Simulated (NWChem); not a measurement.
Species: CCl₃ cation

```xyz
4

Cl    -1.5920     0.4266     0.0000
C      0.0000     0.0000     0.0000
Cl     0.4266    -1.5920     0.0000
Cl     1.1654     1.1654     0.0000
```
Atoms are numbered in this order, from 1.

Results from NWChem. The geometry was optimised at PBE0/def2-SVP. B3LYP is NWChem's, with the RPA form of VWN correlation. GIAO values for the isolated, static molecule; σ is the absolute isotropic shielding, δ = σ(reference) − σ with the isolated reference molecule computed at the same levels (13C: tetramethylsilane).

For level BHandHLYP/pcSseg-1:

```
Quantity     Value
-----------  -----
σ Cl1 (ppm)   67.1
δ C2 (ppm)   279.4
```

### Question
What are these values for level B3LYP/IGLO-III?

### Answer
| Quantity | Result |
|---|---|
| σ Cl1 (ppm) | 34.6 |
| δ C2 (ppm) | 264.6 |
